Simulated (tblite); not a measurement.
Species: C7H12BF.
Atom-mapped SMILES: `[CH3:1]/[C:2](=[CH:3]/[F:4])[C@H:5]1[BH:6][CH2:7][CH2:8][CH2:9]1` (hydrogens: H10, H11, H12 on C1; H13 on C3; H14 on C5; H15 on B6; H16, H17 on C7; H18, H19 on C8; H20, H21 on C9)

Computed with GFN2-xTB (tblite), gas phase: L-BFGS steps from a force-field or distance-geometry start until the largest atomic force falls under 0.01 eV/Å.

Step 115: E = -735.9574 eV
```
atom  x, y, z in Å  |  force x, y, z in eV/Å
C1      1.7325   -0.1597    1.5089    0.012   0.005   0.001
C2      1.4841    0.4728    0.1732    0.037  -0.008  -0.019
C3      2.4399    1.1768   -0.4145    0.004  -0.033   0.002
F4      2.2770    1.7541   -1.6290   -0.018   0.017   0.010
C5      0.1536    0.2350   -0.4721    0.004  -0.009  -0.005
B6     -0.2489   -1.2470   -0.8534    0.002   0.003  -0.015
C7     -1.8037   -1.3503   -0.6494   -0.014   0.033   0.008
C8     -2.2622    0.0844   -0.3325   -0.037   0.010   0.004
C9     -1.0595    0.7603    0.3246   -0.016  -0.021   0.000
H10     2.7822   -0.0983    1.7833    0.008   0.031  -0.005
H11     1.4375   -1.2072    1.4814   -0.026   0.003  -0.013
H12     1.1479    0.3357    2.2825   -0.008   0.004   0.003
H13     3.4277    1.3619   -0.0226    0.025  -0.001   0.020
H14     0.1510    0.7706   -1.4326    0.017  -0.003  -0.005
H15     0.4720   -2.0945   -1.2034    0.001   0.001  -0.009
H16    -2.0004   -1.9981    0.2107    0.012   0.015   0.024
H17    -2.3726   -1.7855   -1.4720    0.013   0.005  -0.001
H18    -3.1415    0.1165    0.3101   -0.046  -0.014  -0.002
H19    -2.5047    0.6016   -1.2627   -0.002  -0.009  -0.010
H20    -0.9875    0.4392    1.3644    0.014   0.003   0.010
H21    -1.1330    1.8488    0.3048    0.017  -0.032   0.002
```

Step 116: E = -735.9578 eV
```
atom  x, y, z in Å  |  force x, y, z in eV/Å
C1      1.7286   -0.1583    1.5088    0.026  -0.011  -0.002
C2      1.4836    0.4734    0.1719    0.006  -0.048   0.016
C3      2.4426    1.1724   -0.4145    0.045   0.011  -0.018
F4      2.2849    1.7482   -1.6306   -0.018   0.014   0.013
C5      0.1539    0.2367   -0.4752    0.002   0.004   0.005
B6     -0.2491   -1.2443   -0.8605   -0.003   0.008   0.002
C7     -1.8023   -1.3498   -0.6472   -0.017   0.028   0.005
C8     -2.2625    0.0844   -0.3309   -0.040  -0.003  -0.004
C9     -1.0585    0.7606    0.3239   -0.040  -0.021  -0.006
H10     2.7770   -0.0898    1.7880   -0.002   0.027  -0.004
H11     1.4408   -1.2080    1.4792   -0.020   0.009  -0.018
H12     1.1370    0.3302    2.2809   -0.011   0.019   0.005
H13     3.4290    1.3589   -0.0186    0.016  -0.009   0.013
H14     0.1530    0.7760   -1.4334    0.009  -0.003  -0.013
H15     0.4701   -2.0911   -1.2149    0.008   0.000  -0.013
H16    -1.9913   -1.9950    0.2166    0.013   0.014   0.024
H17    -2.3758   -1.7893   -1.4641    0.009   0.003  -0.007
H18    -3.1411    0.1146    0.3134   -0.034  -0.008  -0.008
H19    -2.5083    0.5996   -1.2620    0.007  -0.009   0.008
H20    -0.9860    0.4387    1.3637    0.019   0.005   0.002
H21    -1.1345    1.8489    0.3052    0.026  -0.029   0.002
```

**Question.** Estimate the geometry and energy of step 117. (The exact step hangs on the optimiser's Hessian estimate; all steps are aligned on step 116, rigid shifts and turns removed.)

**Answer.** E = -735.9582 eV, largest force 0.059 eV/Å
```
atom  x, y, z in Å  |  force x, y, z in eV/Å
C1      1.7259   -0.1573    1.5090    0.025  -0.027  -0.003
C2      1.4828    0.4729    0.1714    0.055  -0.017  -0.013
C3      2.4463    1.1683   -0.4146   -0.016  -0.011   0.020
F4      2.2920    1.7439   -1.6308   -0.014   0.016   0.003
C5      0.1541    0.2381   -0.4780   -0.010   0.012   0.010
B6     -0.2495   -1.2417   -0.8671   -0.012   0.011   0.015
C7     -1.8018   -1.3491   -0.6454   -0.012   0.011   0.002
C8     -2.2641    0.0842   -0.3296   -0.028  -0.012  -0.005
C9     -1.0585    0.7605    0.3228   -0.047  -0.015  -0.006
H10     2.7730   -0.0822    1.7910   -0.003   0.017   0.001
H11     1.4432   -1.2087    1.4776   -0.010   0.012  -0.016
H12     1.1292    0.3264    2.2797   -0.017   0.029   0.008
H13     3.4304    1.3554   -0.0138    0.023  -0.012   0.006
H14     0.1552    0.7807   -1.4343    0.004  -0.005  -0.013
H15     0.4688   -2.0872   -1.2259    0.008  -0.001  -0.015
H16    -1.9826   -1.9918    0.2225    0.012   0.014   0.016
H17    -2.3788   -1.7931   -1.4572    0.004   0.001  -0.007
H18    -3.1419    0.1123    0.3166   -0.020  -0.001  -0.017
H19    -2.5123    0.5975   -1.2614    0.009  -0.007   0.022
H20    -0.9847    0.4394    1.3628    0.019   0.001  -0.007
H21    -1.1357    1.8484    0.3044    0.029  -0.017   0.001
```

The energy changes by -0.0004 eV. The first-order estimate −F·Δx gives -0.0006 eV and the mean of the old and new forces, exact on a quadratic surface, -0.0004 eV. The step makes an angle of 81° with the force vector and moves no atom by more than 0.012 Å.

The cost below is that of the whole relaxation. The run took 1.7 s wall on an Arm Neoverse N1 with one thread (shared host).
